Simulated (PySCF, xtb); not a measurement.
SnClBr, SMILES [Sn]([Br])[Cl] (connectivity only; charge and spin as stated), neutral, multiplicity 1.

Harmonic wavenumbers (cm⁻¹) from xtb with GFN2-xTB at its own minimum, in rising order: 95, 235, 317.

**Question.** What does PBE0-D3(BJ)/def2-TZVP in PySCF give at its own minimum? (The exact figures need the calculation; the answer reports its results.)

**Answer.** 101, 243, 349. Paired by order, the mean absolute difference is 15 cm⁻¹ and the zero-point energies are 0.9 and 1.0 kcal/mol.
